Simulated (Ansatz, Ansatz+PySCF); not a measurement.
```yaml
atoms:
  - { symbol: B, position_ang: [0.0320, 0.0307, 0.1005] }
  - { symbol: H, position_ang: [1.1998, 0.0806, 0.0324] }
  - { symbol: H, position_ang: [-0.6147, 0.9734, -0.1062] }
  - { symbol: H, position_ang: [-0.6807, -0.9570, 0.0208] }
```

Basis set: def2-SVP (spherical functions). Frozen core: 1 orbital. Charge 0, multiplicity 1.

Computed with Ansatz (development build ahead of 0.2.0); each method stands on the lowest determinant of its kind that the runs found. Restricted open shells among the atoms or ions are ROHF, correlated in semicanonical orbitals with singles.

Give the atomization energy at this shape (free ground-state atoms in the same class of orbitals less the molecule, no zero-point energy) of singlet BH3 by RHF-MP2, RHF.

```tsv
method	atomization energy
RHF-MP2	1107.0 kJ/mol
RHF	965.6 kJ/mol
```

Caution: the shape is not the minimum.
